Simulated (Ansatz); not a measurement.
Reaction R1 + R2 → P1 + P2, each structure at its B3LYP-D3(BJ)/def2-TZVP stationary point, reached from a drawn start (curvature not checked).
R1, H9Si4 (SMILES [SiH3][Si]([SiH3])[SiH3]) (charge 0, multiplicity 2):
```xyz
13

Si    -0.657     2.080    -0.631
Si     0.123    -0.116    -0.543
Si     2.172    -0.390     0.536
Si    -1.491    -1.713    -0.013
H      0.400     2.968    -1.172
H     -1.038     2.576     0.717
H     -1.849     2.156    -1.509
H      3.169     0.550    -0.030
H      2.657    -1.779     0.350
H      2.058    -0.128     1.994
H     -0.929    -3.074    -0.188
H     -2.665    -1.556    -0.904
H     -1.951    -1.575     1.393
```
R2: H2 (SMILES [H][H]), charge 0, multiplicity 1.
P1: H10Si4 (SMILES [SiH3][SiH]([SiH3])[SiH3]), charge 0, multiplicity 1.
P2: H atom, charge 0, multiplicity 2.

P less R. No zero-point or thermal terms; singlets are restricted closed shells; open shells are unrestricted.

Cores are frozen in the correlated methods.

Codes used: Ansatz (an electronic-structure program). No computed number here is a measurement.

Problem. One of these levels gives 18.85 kcal/mol for the reaction energy. Which?
A. wB97X-V/def2-TZVPP
B. PBE/def2-TZVPP
C. revPBE/def2-TZVPP
D. MP2/cc-pV(D+d)Z

Solution. A, wB97X-V/def2-TZVPP. The others give 21.99 (PBE/def2-TZVPP), 24.39 (revPBE/def2-TZVPP), 16.41 (MP2/cc-pV(D+d)Z)
